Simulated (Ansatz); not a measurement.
BBrF$_{2}$H$_{2}$OSi (`BO[Si](F)(F)Br`) from Hartree–Fock to CCSD(T)

```xyz
8

B    -0.0588    1.4429   -0.7360
O     0.3000    0.1385   -0.6437
Si    0.1422   -1.0995    0.3789
F    -0.5726   -2.2734   -0.3805
F     1.5792   -1.5905    0.7786
Br   -0.9811   -0.6032    2.1725
H     0.2823    2.0354   -1.7158
H    -0.6913    1.9497    0.1460
```

Total charge 0; spin multiplicity 1. Correlated methods include outer-core shells of Br, which these sets cover unevenly. Scalar relativity is left out up to krypton. The structure was optimised at the PBE0-D4/def2-TZVP level. It is one conformer, not always the lowest. Frozen core, restricted reference, Ansatz.

```tsv
basis	HF (Eh)	MP2 corr.	CCSD corr.	(T)	CCSD(T) total
def2-SVP	-3160.55458	-0.94613	-0.96884	?	?
def2-TZVPP	?	-1.20841	?	-0.03981	?
def2-QZVPP	-3161.44991	?	–	–	–
```

(1) Fill in the withheld values. (An estimate is asked.)

Answers

(1) Ansatz gave: def2-SVP (T): -0.01910; def2-SVP CCSD(T) total: -3161.54252; def2-TZVPP HF (Eh): -3161.37568; def2-TZVPP CCSD corr.: -1.22727; def2-TZVPP CCSD(T) total: -3162.64276; def2-QZVPP MP2 corr.: -1.61093.
